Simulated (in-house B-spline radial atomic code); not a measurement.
**RPA and G0W0 on wB97X: Be²⁺**

Configuration 1s2, mean-field start wB97X. Computed with an all-electron radial atomic-structure program (B-spline basis): all electrons, non-relativistic, point nucleus, each spin shell either full or empty, empty states to l = 9 with an (l + 1/2)⁻⁴ tail; G0W0 by contour deformation at full frequency.

Relativity, left out, deepens the 1s level by about Z⁴α²/8 hartree.

Command:
```bash
python run_gw.py task.json out
```
Settings (radii: box in bohr, nucleus in fm):
```
Z                        4
electrons                2
configuration            1s2
hamiltonian              nr
method                   wb97x
lmax                     9
spin_polarised           False
box_radius               17.55
intervals                44
ion_configuration        1s1
```

Time taken, with all properties: 0.6 s on 1 thread of Arm Neoverse V2, with other jobs on the host.

Energies (hartree):

```json
{"term": "mean-field total", "value": "-13.67827"}
{"term": "Hartree-Fock functional on these orbitals", "value": "-13.61064"}
{"term": "direct second order", "value": "-0.090555"}
{"term": "second-order exchange", "value": "0.045278"}
{"term": "SOSEX correction", "value": "0.042474"}
```

Task: What is the RPA correlation energy, and what remains with SOSEX?

Result: RPA gives -0.084947 hartree (-1.16 eV per electron); RPA + SOSEX gives -0.042473, and the second-order doubles -0.045277 hartree (no singles). SOSEX takes back 50 % of the RPA value, the self-correlation of each of the two electrons.

Quasi-particle levels (eV):

```json
{"level": "1s", "occupied": "yes", "mean field": "-139.76", "Σx - vxc": "-14.40", "Σc": "?", "QP weight": "?", "G0W0": "?"}
{"level": "2s", "occupied": "no", "mean field": "-18.013", "Σx - vxc": "-0.10", "Σc": "-0.11", "QP weight": "0.999", "G0W0": "-18.220"}
```

G0W0 = mean field + (Σx - vxc) + Σc, with Σc (partial-wave tail included) taken at the quasi-particle energy.

Task: Where does G0W0 put 1s?

Result: At -153.54 eV, with Σc = 0.62 eV and a quasi-particle weight of 0.982. The tabulated removal energy is 153.896 eV (NIST, tabulated theory).

Task: What does it cost to remove one electron (to 1s1) by differences of total energies, each species on its own start (correlation terms add to the Hartree-Fock functional)?

Result: wB97X 154.26 eV, Hartree-Fock functional 152.68 eV, + RPA 154.40 eV, + RPA + SOSEX 153.84 eV, + second order 153.91 eV. Tabulated: 153.896 eV (NIST, tabulated theory).
